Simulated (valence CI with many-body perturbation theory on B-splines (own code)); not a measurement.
Valence orbitals of La⁵²⁺

Calculated by valence CI with perturbative core correlation (CI+MBPT): three valence electrons over a frozen Dirac-Fock core [He], radial functions for each j: 11 s, 11 p, 9 d, 7 f, 5 g, 2 h, 1 i, with the one-electron correlation potential Σ1 (screened to all orders), the two-electron term Σ2, the three-electron term Σ3, Breit, model QED; selected single and double excitations, second order for the rest (own B-spline code, finite nucleus).

No measured spectrum was set against this ion. As an estimate, large intervals hold to a few tenths of a per cent, small ones and those within an open d or f shell to about a per cent.

These are the spectroscopic orbitals of the CI (the correlating ones are not listed), shaped by the core and the other valence electrons. h is the expectation value of the core's Dirac-Fock operator, without the valence repulsion; Σ1 is computed up to l = 3 at one energy for each symmetry, that of its lowest orbital but kept below the first core excitation, so for empty shells it is not the orbital's own correlation shift; Breit and QED include the response of the core.

```
Orbital  h (hartree)  Σ1 (cm⁻¹)  Breit (cm⁻¹)  QED (cm⁻¹)  ⟨r⟩ (bohr)
  2s1/2      -405.94      -1420         53269       59609      0.1019
  3s1/2      -177.34       -353         14912       17333      0.2357
  4s1/2      -98.626       -138          5961        7111      0.4269
  5s1/2      -62.643      -68.5          2989        3588      0.6742
  2p1/2      -401.13      -3615        106507        -132     0.08487
  3p1/2      -175.98       -816         28771        -197      0.2200
  4p1/2      -98.072       -314         11536       -92.6      0.4123
  5p1/2      -62.364       -154          5772       -48.9      0.6606
  2p3/2      -383.54      -2674         40188        6189     0.09026
  3p3/2      -170.76       -602         10992        1630      0.2276
  4p3/2       -95.88       -232          4993         660      0.4223
  5p3/2      -61.246       -114          2514         332      0.6730
  3d3/2      -170.26       -288          1078        -184      0.1922
  4d3/2      -95.668       -123           591       -54.6      0.3877
  5d3/2      -61.139      -63.4           303       -23.4      0.6393
  3d5/2      -168.71       -259           352         553      0.1948
  4d5/2      -95.013       -110           192         254      0.3909
  5d5/2      -60.803      -56.7          93.5         135      0.6432
  4f5/2      -94.973      -24.2           6.6       -80.9      0.3361
  5f5/2      -60.784      -13.7           5.5       -39.7      0.5889
  4f7/2      -94.653      -23.2           1.9        72.1      0.3378
  5f7/2      -60.621      -13.0           1.5        38.9      0.5909
  5g7/2      -60.615                      0.0       -25.8      0.5161
  5g9/2      -60.517                      0.0        20.7      0.5174
```

Among the shells of the start configuration 2s2 2p1, Σ1 is largest in size for 2p1/2, where it is 0.0041 % of h.

Lowest root of each symmetry, sizes in configuration state functions:

| J | Parity | Roots | Reference | Variational | Second order | Change by selected CI (cm⁻¹) | Change by second order (cm⁻¹) |
| --- | --- | --- | --- | --- | --- | --- | --- |
| 1/2 | even | 16 | 50 | 9897 | 7127 | -10923 | 0 |
| 3/2 | even | 19 | 70 | 15544 | 14105 | -6205 | 0 |
| 5/2 | even | 14 | 66 | 16660 | 16421 | -9595 | -1 |
| 7/2 | even | 5 | 41 | 11728 | 22097 | -6406 | -5 |
| 9/2 | even | 2 | 23 | 6949 | 10143 | -12288 | -2 |
| 1/2 | odd | 15 | 48 | 9588 | 6694 | -10138 | 0 |
| 3/2 | odd | 21 | 72 | 15653 | 6505 | -9448 | -1 |
| 5/2 | odd | 13 | 62 | 16570 | 15236 | -14988 | -1 |
| 7/2 | odd | 6 | 43 | 12311 | 13080 | -11140 | -2 |
| 9/2 | odd | 2 | 20 | 7298 | 16532 | -6648 | -3 |
